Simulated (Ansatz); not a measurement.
CH$_{5}$BClFGe (`B[C](F)(Cl)[GeH3]`), relaxed with RKS PBE0-D4/def2-TZVP in the Gaussian-basis code of Ansatz from a PBE-D4/def2-SVP geometry. The force threshold is 0.005 eV/Å; the program also tests the step.

Charge 0, multiplicity 1.

Start:

```xyz
10

B    -0.224    1.552    0.585
C     0.236    0.426   -0.402
F     0.742    0.767   -1.600
Cl    1.632    0.704    1.007
Ge   -0.244   -1.510   -0.330
H    -0.052    2.702    0.240
H    -0.971    1.255    1.494
H     0.966   -2.346   -0.808
H    -1.435   -1.694   -1.304
H    -0.651   -1.856    1.118
```

(1) By how much does the energy fall, and how many steps does the optimiser take? (Estimate.)

(2) Which bonds change most? (An estimate is asked.)

(3) Give the relaxed structure. (Best estimate.)

Results:

(1) Ansatz gave: 4.80 kJ/mol, in 8 steps.

(2) Computed: C2–Cl4 from 2.003 to 1.899 Å; B1–Cl4 from 2.084 to 2.112 Å; B1–H7 from 1.214 to 1.192 Å; B1–H6 from 1.213 to 1.192 Å.

(3) The calculation gave: 
```xyz
10

B    -0.261    1.533    0.567
C     0.289    0.418   -0.367
F     0.779    0.772   -1.571
Cl    1.638    0.689    0.941
Ge   -0.244   -1.490   -0.323
H    -0.105    2.667    0.234
H    -0.958    1.216    1.480
H     0.942   -2.342   -0.791
H    -1.431   -1.639   -1.284
H    -0.649   -1.825    1.113
```
